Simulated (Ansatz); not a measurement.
Process, species as SMILES: Br atom → [Br-] (an electron is taken up)
B3LYP-D3(BJ)/def2-TZVP geometries, fixed; electronic energies without zero-point terms; positive where energy is released.

The adiabatic electron affinity at MP2 with Ansatz (an electronic-structure program), in eV, split into its Hartree-Fock and correlation parts. Cores are frozen (with 3d on Ga to Br). Open shells are unrestricted. No added dispersion term, no relativity. Functions are those of the species that has most. These sets lack the diffuse functions that anions need.

```tsv
basis	X	functions	Hartree-Fock	MP2
cc-pVDZ	2	27	1.959	2.571
cc-pVTZ	3	43	2.269	3.182
cc-pVQZ	4	68	2.353	3.437
cc-pV5Z	5	104	2.366	3.514
```

Worked estimate of the basis-set limit from each neighbouring pair, with Hartree-Fock from the larger set and the correlation part extrapolated as X^-3.
Correlation parts: X = 2: 0.612, X = 3: 0.913, X = 4: 1.084, X = 5: 1.148.
- (2,3): (27·(0.913) - 8·(0.612))/19 = 1.040; with Hartree-Fock 2.269 the estimate is 3.309 eV.
- (3,4): (64·(1.084) - 27·(0.913))/37 = 1.209; with Hartree-Fock 2.353 the estimate is 3.562 eV.
- (4,5): (125·(1.148) - 64·(1.084))/61 = 1.215; with Hartree-Fock 2.366 the estimate is 3.581 eV.
The last two estimates differ by 0.019 eV; the largest set lies 0.067 from the last. Over the last step Hartree-Fock moves by 0.013 and the correlation part by 0.064.
